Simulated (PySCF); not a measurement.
The vertical singlet excitations below were computed for one of the candidates. Method: TDDFT wB97X-D/def2-SVPD, vertical, gas phase, core orbitals frozen in the response (PySCF). Geometries: GFN2-xTB, one conformer each.

```json
{"state": "S1", "E (eV)": "5.68", "f": "0.018", "main configurations (H = HOMO, L = LUMO)": "H→L (66%), H→L+2 (13%)"}
{"state": "S2", "E (eV)": "6.13", "f": "0.014", "main configurations (H = HOMO, L = LUMO)": "H→L+2 (50%), H→L (24%), H→L+1 (12%)"}
{"state": "S3", "E (eV)": "6.79", "f": "0.036", "main configurations (H = HOMO, L = LUMO)": "H→L+1 (55%), H→L+2 (15%)"}
{"state": "S4", "E (eV)": "6.88", "f": "0.019", "main configurations (H = HOMO, L = LUMO)": "H→L+5 (44%), H-1→L (20%)"}
{"state": "S5", "E (eV)": "7.10", "f": "0.012", "main configurations (H = HOMO, L = LUMO)": "H→L+4 (46%), H→L+5 (21%), H→L+8 (14%)"}
{"state": "S6", "E (eV)": "7.31", "f": "0.158", "main configurations (H = HOMO, L = LUMO)": "H-1→L (43%), H→L+6 (24%), H→L+5 (9%)"}
{"state": "S7", "E (eV)": "7.53", "f": "0.046", "main configurations (H = HOMO, L = LUMO)": "H→L+6 (51%), H-1→L+1 (10%), H-1→L (8%)"}
{"state": "S8", "E (eV)": "7.58", "f": "0.013", "main configurations (H = HOMO, L = LUMO)": "H→L+8 (44%), H-1→L+1 (12%)"}
```

Triplets computed (Tamm–Dancoff): 5.37, 5.69, 6.42 eV.

Orbital energies (eV): HOMO-3 -11.20, HOMO-2 -10.94, HOMO-1 -10.05, HOMO -8.66, LUMO 1.50, LUMO+1 1.81, LUMO+2 2.11.

Question: Which candidate is it? All have the formula C2H9FSSi2.
A. `FC[C@H]([SiH3])[SiH2]S`
B. `CS[SiH2][C@H](F)[SiH3]`
C. `F[C@H](C[SiH3])[SiH2]S`

Answer: B. Its S1, at 5.68 eV, is the lowest among the candidates; the nearest of the others has S1 at 6.24 eV. S1 is HOMO→LUMO (66%), HOMO→LUMO+2 (13%). Löwdin shares by element: HOMO sulfur 67%, carbon 15%, silicon 8% or more; LUMO silicon 37%, sulfur 20%, carbon 9% or more (atoms not listed hold the other 33%). At the same level the other candidates give, for their lowest levels:
- `F[C@H](C[SiH3])[SiH2]S`: 6.29 eV (f 0.017); 6.36 eV (f 0.017); 7.23 eV (f 0.004); 7.40 eV (f 0.005); 7.87 eV (f 0.028); T1 5.92 eV; HOMO -9.43, LUMO 1.43 eV
- `FC[C@H]([SiH3])[SiH2]S`: 6.24 eV (f 0.006); 6.37 eV (f 0.028); 7.06 eV (f 0.004); 7.60 eV (f 0.015); 7.77 eV (f 0.025); T1 5.90 eV; HOMO -9.19, LUMO 1.65 eV

The values belong to the conformer `[CH3:1][S:2][SiH2:3][C@H:4]([F:5])[SiH3:6]`: C1–S2–Si3–C4 63°, S2–Si3–C4–F5 -67°.
